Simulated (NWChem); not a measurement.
Molecule: C₂H₇NOSi₂; SMILES O[Si@H]1CC([SiH3])=N1

```xyz
13

O      0.3153     2.8223    -0.5724
Si    -0.0184     1.5033     0.3745
C     -1.2573     0.1558    -0.1508
C      0.0254    -0.6864     0.0239
Si     0.1332    -2.5869    -0.0869
N      1.0573     0.0641     0.2795
H      0.5471     2.6578    -1.4975
H     -0.1636     2.0661     1.7371
H     -1.6136     0.1700    -1.1876
H     -2.0953    -0.1204     0.4997
H     -0.7761    -3.1796     0.9327
H     -0.3400    -3.0255    -1.4295
H      1.5236    -3.0487     0.1382
```
Atoms are numbered in this order, from 1.

Results from NWChem. Pople sets run with spherical d functions. Coordinates come from a B3LYP/6-31G* (spherical d) optimisation. Isolated, static molecule.

GIAO at B3LYP/6-31G*: principal shieldings of N6 are -559.3, -226.8, 180.5 ppm; an isolated ammonia molecule has σ = 255.8 ppm at the same levels.

Find the isotropic 15N shift, its principal values, the span and the skew.


1. σ(iso) = one third of the sum = -201.9 ppm.
2. δ = σ(reference) − σ = 457.7 ppm against ammonia.
3. δ11, δ22, δ33 = 815.1, 482.6, 75.3 ppm.
4. Span Ω = δ11 − δ33 = 739.8 ppm; skew κ = 3(δ22 − δ(iso))/Ω = 0.10.
